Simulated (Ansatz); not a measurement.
```yaml
crystal:
  periodic: [false, false, false]
  atoms:
    - {symbol: C, position_ang: [-1.535242, 2.855372, -4.053779]}
    - {symbol: C, position_ang: [-0.106450, 1.941103, -2.022617]}
    - {symbol: N, position_ang: [1.389516, 0.832252, 0.254405]}
    - {symbol: Si, position_ang: [0.200031, -2.192746, 2.280234]}
    - {symbol: H, position_ang: [-2.778914, 3.682536, -5.852047]}
    - {symbol: H, position_ang: [3.294745, 1.850739, 0.755155]}
    - {symbol: H, position_ang: [2.490930, -2.638813, 4.561769]}
    - {symbol: H, position_ang: [-2.698661, -1.597156, 3.658210]}
    - {symbol: H, position_ang: [-0.061474, -4.835151, 0.381049]}
basis:
  gaussian: {orbitals: def2-SVP, point_charges: [{charge: 2.00, position_ang: [4.095, -0.140, 0.885]}]}
hamiltonian: {xc: {name: PBE0-DH}}
output: {forces: true}
```

```sh
$ ansatz run in.yaml --threads 2 --pin off --events-out ev --progress --plain --max-ram 4352MiB
```

Output, abridged:

```
Functional definition: PBE0-DH
867 factors; integrals over basis functions are off by at most 6.6e-4 eV
mean field evaluation 1: about -11386.9376 eV, gradient 1.1e2 eV
mean field evaluation 2: about -11386.9742 eV, gradient 1.1e2 eV
mean field evaluation 4: about -11185.5253 eV, gradient 1.4e2 eV
mean field evaluation 8: about -11455.0621 eV, gradient 2.9e1 eV
mean field evaluation 16: about -11464.1195 eV, gradient 8.3e-2 eV
mean field evaluation 32: about -11464.1197 eV, gradient 6.7e-2 eV
mean field evaluation 160: about -11464.1117 eV, gradient 6.0e-1 eV
mean field -11464.11979115 eV, -421.2986316652 hartree, gradient 2.0e-6 eV, S^2 0.000000; 8 other end points of the search recorded, 0 dependent functions left out; unrestricted orbitals would lower it
8 core orbitals not correlated: weight in the atoms' cores, before any rotation towards them, 1.000 or more for the frozen orbitals, at most 0.000 for the correlated occupied ones
reference -11464.11982395 eV, -421.2986328707 hartree; 11, 11 occupied and 66, 66 virtual orbitals, 867 factors
second order -30.94083388 eV of doubles, -0.00000000 eV of singles
Total energy: -11467.98742819 eV, -421.4407647048 hartree
Atom 0 at    -1.535242     2.855372    -4.053779 Å, force    -0.078687     0.151089    -0.105708 eV/Å
Atom 1 at    -0.106450     1.941103    -2.022617 Å, force    -0.541328     0.427169    -0.814257 eV/Å
Atom 2 at     1.389516     0.832252     0.254405 Å, force     1.867706     0.002863    -0.114120 eV/Å
Atom 3 at     0.200031    -2.192746     2.280234 Å, force    -0.418616    -0.527166     0.655631 eV/Å
Atom 4 at    -2.778914     3.682536    -5.852047 Å, force     1.243135    -0.859750     1.797668 eV/Å
Atom 5 at     3.294745     1.850739     0.755155 Å, force    -0.139054    -3.834052    -0.115381 eV/Å
Atom 6 at     2.490930    -2.638813     4.561769 Å, force    -0.765710     0.236232    -0.922572 eV/Å
Atom 7 at    -2.698661    -1.597156     3.658210 Å, force     1.012190    -0.201974    -0.473973 eV/Å
Atom 8 at    -0.061474    -4.835151     0.381049 Å, force     0.113869     0.885263     0.584260 eV/Å
Dipole moment:    -3.801111    -0.573014    -1.919759 e Å
```

(1) What is wrong with this run?

## Answers

(1) The geometry is stretched to more than twice its size. The calculation finished and met its thresholds. The result belongs to that input, not to the molecule as meant.
